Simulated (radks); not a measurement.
Valence configurations of the ruthenium ion Ru2+ (all share [Kr]). All-electron calculation, Dirac Kohn-Sham, PBE, spin-unpolarised, spherical densities, point nucleus; open shells fill j = l - 1/2 first. Program: a radial shooting solver on a logarithmic mesh with Libxc functionals. Energies are relative to 4d6; eigenvalues in eV.

| valence | E (eV) | e(4d3/2) | e(4d5/2) | e(5p1/2) | e(5s1/2) |
|---|---|---|---|---|---|
| 4d6 | 0.000 | -24.290 | -23.918 | - | - |
| 4d5 5p1 | 11.487 | -28.712 | -28.308 | -15.507 | - |
| 4d4.5 5s0.5 5p1 | 15.241 | -30.461 | -30.043 | -16.106 | -22.056 |
| 4d5 5s1 | 5.757 | -27.691 | -27.291 | - | -20.624 |
| 4d3.5 5s1.5 5p1 | 24.445 | -34.074 | - | -17.293 | -23.614 |
| 4d5.5 5p0.5 | 5.418 | -26.488 | -26.100 | -14.622 | - |
| 4d4 5p2 | 25.645 | -33.203 | - | -17.226 | - |
| 4d4 5s2 | 13.379 | -31.255 | - | - | -22.223 |
| 4d5.5 5s0.5 | 2.654 | -25.966 | -25.580 | - | -19.830 |
| 4d4.5 5s1.5 | 9.326 | -29.456 | -29.041 | - | -21.425 |

NIST lists [Kr] 4d6 as the ground configuration; this level of theory agrees among the configurations tried. The energies are those of spherical spin-averaged densities, not of single terms.
